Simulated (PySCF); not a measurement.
**C4H4F3S: g tensor and hyperfine couplings**

C4H4F3S (doublet state).
Atom-mapped SMILES: `[F:1][C:2]([F:3])=[C:4]([F:5])[CH2:6][CH:7][SH:8]` (hydrogens: H9, H10 on C6; H11 on C7; H12 on S8)

Cartesian coordinates in Å at the GFN2-xTB level; atoms count from 1:
```xyz
12
C4H4F3S angstrom
F     -0.830    1.947    0.945
C     -1.488    0.799    0.774
F     -2.637    0.811    1.434
C     -1.013   -0.183    0.015
F     -1.733   -1.312   -0.118
C      0.347   -0.199   -0.628
C      1.302   -0.915    0.263
S      1.987   -0.163    1.645
H      0.270   -0.726   -1.581
H      0.670    0.830   -0.803
H      1.251   -1.987    0.339
H      1.875    1.098    1.218
```

The hyperfine couplings belong to this conformer and change with its torsions.

Computed with PySCF, UKS B3LYP, pcH-1 on C F H S, non-relativistic, mean-field spin-orbit, GIAO. Isolated species at its GFN2-xTB geometry (one conformer only). The geometry wasn't refined by DFT: couplings that depend on bond lengths, twists or pyramidal angles can differ widely from those at the functional's own minimum. Stability of the SCF solution: not tested.

```json
{"g1, g2, g3": "2.00202, 2.00352, 2.00788", "g_iso": "2.00447", "Form of g": "rhombic: the two nearest values differ by 26 % of g3 − g1", "⟨S²⟩": "0.7543 (exact 0.7500)", "α and β electrons": "36, 35", "HOMO–LUMO gap, α and β orbitals": "5.16, 5.08 eV", "Basis functions": "250"}
```

Isotropic coupling and dipolar principal values T1 to T3, in 10⁻⁴ cm⁻¹; ρ(0) is the spin density at the nucleus (1 × 10⁻⁴ cm⁻¹ = 2.998 MHz):

```tsv
atom	isotope	a_iso	of which spin–orbit	T1	T2	T3	Mulliken spin population	ρ(0) (bohr⁻³)
F1	19F	2.6	0.0	-4.4	-3.1	7.5	0.00	0.0018
C2	13C	2.4	0.0	-1.2	-0.9	2.1	0.03	0.0064
F3	19F	5.3	0.0	-4.3	-3.8	8.0	0.00	0.0038
C4	13C	20.1	0.0	-2.2	-1.2	3.4	0.02	0.0536
F5	19F	0.2	0.0	-2.5	-0.7	3.1	0.00	0.0002
C6	13C	-4.6	0.0	-0.6	-0.3	1.0	-0.06	-0.0123
C7	13C	45.5	0.1	-23.9	-23.5	47.4	0.84	0.1210
S8	33S	1.5	-0.1	-7.8	-6.3	14.1	0.18	0.0142
H9	1H	6.5	0.0	-1.8	-1.4	3.1	0.01	0.0043
H10	1H	9.0	0.0	-1.6	-1.3	2.9	0.01	0.0060
H11	1H	-16.6	0.0	-11.0	-0.6	11.6	-0.04	-0.0112
H12	1H	-0.2	0.0	-1.4	-0.7	2.1	0.00	-0.0002
```

Largest spin populations (Mulliken): C7 (+0.84) and S8 (+0.18). The angles at C7 add up to 354.7°, so it is nearly planar; its axial dipolar tensor and the negative coupling of its proton fit spin in a p orbital normal to that plane.

Axes: g3 points within 8° of the S8–H12 bond.

Under fast tumbling the dipolar parts average out, and these isotropic splittings remain: 1 × 1H (H11, I = 1/2, 2 lines) with 1.78 mT, 2 × 1H (H9/H10, I = 1/2, 3 lines) with 0.83 mT, 1 × 19F (F3, I = 1/2, 2 lines) with 0.57 mT and 1 × 19F (F1, I = 1/2, 2 lines) with 0.28 mT.

Nuclei that the bonding pattern makes equivalent are averaged, as if the motion that swaps them (rotation, inversion, ring flip) were fast. The 1H value of +23.2 MHz is a mean of couplings from 19.3 to 27.0 MHz in this one geometry, not an average over conformers.

The 13C coupling of C7 (136.3 MHz) shows only in satellite lines or after enrichment, since that isotope makes up about 1.07 % of natural carbon.

The spin density at the nucleus, in bohr⁻³, is negative for C6 (-0.0123) and H11 (-0.0112), for instance. A restricted open-shell determinant has no negative spin density anywhere; here it arises because α and β orbitals differ (spin polarisation).

Hardware: one thread of an AMD EPYC, on a shared host. Cost: 83 s of wall time (with the writing of density and orbital grids), 0.91 GiB resident at most.
